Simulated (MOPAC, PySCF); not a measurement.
[Cu(NH3)(H)], neutral singlet in the gas phase. 

Cartesian coordinates (Å):
```xyz
6

Cu    -0.0522    -0.0099     0.0543
N     -1.3963    -0.2247     1.4796
H     -1.2105    -1.0466     2.0708
H     -2.3475    -0.3431     1.1044
H     -1.4295     0.5881     2.1104
H      0.9682     0.1535    -1.0274
```
Charge 0, multiplicity 1.

All levels are single points at this geometry (TPSS-D3(BJ)/def2-SVP); Pople sets use spherical d functions. Orbital energies aren't observables, and empty levels follow the basis.

B3LYP/3-21G in PySCF gives HOMO (eV) = -1.21.

### Question
Estimate the HOMO (eV) from each of these levels: TPSSh-D3(BJ)/def2-TZVP in PySCF; B3LYP/6-31G* (LANL2DZ on Cu) in PySCF; B3LYP/LANL2DZ in PySCF; HF/STO-3G in PySCF; PM6 in MOPAC.

### Answer

| level | HOMO (eV) |
|---|---|
| TPSSh-D3(BJ)/def2-TZVP in PySCF | -4.96 |
| B3LYP/6-31G* (LANL2DZ on Cu) in PySCF | -5.41 |
| B3LYP/LANL2DZ in PySCF | -5.35 |
| HF/STO-3G in PySCF | -4.46 |
| PM6 in MOPAC | -7.91 |
